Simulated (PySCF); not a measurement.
This PySCF input asks for the NMR shieldings of `C#CC[C@H]1CC[SiH2]1`, C$_{6}$H$_{10}$Si; the geometry comes from GFN2-xTB.

```python
import basis_set_exchange as bse
import numpy as np
from pyscf import gto, dft
from pyscf.prop import nmr

atoms = """
C     3.355145   -0.415155    0.060351
C     2.365042    0.257024    0.075353
C     1.137106    1.025913    0.071073
C    -0.007349    0.225681   -0.549974
C    -0.416783   -1.037482    0.239382
C    -1.950268   -0.869546    0.233307
Si   -1.794930    0.915535   -0.427272
H     4.232322   -0.990175    0.053419
H     1.296632    1.948872   -0.495487
H     0.886367    1.300013    1.100448
H     0.277653   -0.039794   -1.571125
H    -0.021567   -1.002072    1.254264
H    -0.075636   -1.966191   -0.216574
H    -2.411377   -1.020386    1.206497
H    -2.431705   -1.555429   -0.461105
H    -1.969232    1.977298    0.566243
H    -2.478417    1.257924   -1.673887
"""
names = dict.fromkeys(["C", "Si", "H"], "pcSseg-1")
basis = {el: gto.basis.parse(bse.get_basis(n, elements=[el], fmt="nwchem")) for el, n in names.items()}
mol = gto.M(atom=atoms, basis=basis, charge=0, verbose=0)
mf = dft.RKS(mol, xc="PBE0")
mf.grids.level = 2
mf.grids.alignment = dft.numint.BLKSIZE   # the property module wants whole blocks of grid points
mf.conv_tol = 1e-9
mf.kernel()

calc = nmr.RKS(mf)   # GIAO
C = mf.mo_coeff
Co = C[:, mf.mo_occ > 0]
resp = mf.gen_response(singlet=True, hermi=2)
def vind(x):   # induced exchange potential for any number of trial vectors
    d = np.einsum("pi,xij,qj->xpq", C, 2 * x.reshape(-1, C.shape[1], Co.shape[1]), Co, optimize=True)
    return np.einsum("xpq,pi,qj->xij", resp(d - d.transpose(0, 2, 1)), C, Co, optimize=True).ravel()
mo1, _ = nmr.rhf.solve_mo1(calc, with_cphf=vind)
sigma = calc.kernel(mo1)
for i, s in enumerate(sigma):   # ppm
    w = np.linalg.eigvalsh((s + s.T) / 2)
    print("%2d %-2s iso %8.1f  s11 %8.1f  s22 %8.1f  s33 %8.1f" % (i, mol.atom_pure_symbol(i), w.mean(), *w))
```

Problem. Give the expected output.

Solution. 
```
 0 C  iso    112.6  s11     39.0  s22     45.1  s33    253.7
 1 C  iso     97.0  s11     -7.9  s22      4.1  s33    294.8
 2 C  iso    160.1  s11    148.5  s22    157.0  s33    174.9
 3 C  iso    159.0  s11    137.8  s22    167.5  s33    171.6
 4 C  iso    156.7  s11    140.3  s22    150.8  s33    179.1
 5 C  iso    181.5  s11    164.6  s22    177.3  s33    202.6
 6 Si iso    378.2  s11    340.6  s22    368.1  s33    425.9
 7 H  iso     30.4  s11     25.1  s22     25.2  s33     40.9
 8 H  iso     29.4  s11     23.9  s22     28.8  s33     35.4
 9 H  iso     29.4  s11     24.5  s22     29.8  s33     33.9
10 H  iso     29.6  s11     26.2  s22     29.5  s33     33.1
11 H  iso     29.7  s11     25.4  s22     30.4  s33     33.3
12 H  iso     28.9  s11     24.2  s22     28.2  s33     34.3
13 H  iso     30.4  s11     26.1  s22     27.4  s33     37.7
14 H  iso     30.2  s11     26.6  s22     27.5  s33     36.7
15 H  iso     27.2  s11     24.6  s22     25.5  s33     31.4
16 H  iso     26.9  s11     24.2  s22     24.3  s33     32.3
```

These numbers come from an equivalent density-fitted implementation of the same equations, which agrees with the script to about 0.01 ppm for H and up to a few tenths of a ppm for heavy atoms, so last digits may differ.

Problem. Turn these shieldings into chemical shifts. Chemical shifts δ = σref − σ; ¹³C (σ = 186.93 ppm), ²⁹Si (σ = 349.16 ppm), ¹H (σ = 31.72 ppm) vs TMS, all at this level.

Solution. Averaging equivalent atoms: C 1: 89.9; C 0: 74.3; C 4: 30.2; C 3: 28.0; C 2: 26.8; C 5: 5.4; Si 6: -29.1; H 16: 4.79; H 15: 4.53; H 12: 2.78; H 8: 2.36; H 9: 2.32; H 10: 2.15; H 11: 2.00; H 14: 1.47; H 7: 1.32; H 13: 1.30 ppm. 

Size and cost of the density-fitted run: 176 basis functions, 44 s wall time on 1 thread of an Arm Neoverse N1, shared host.
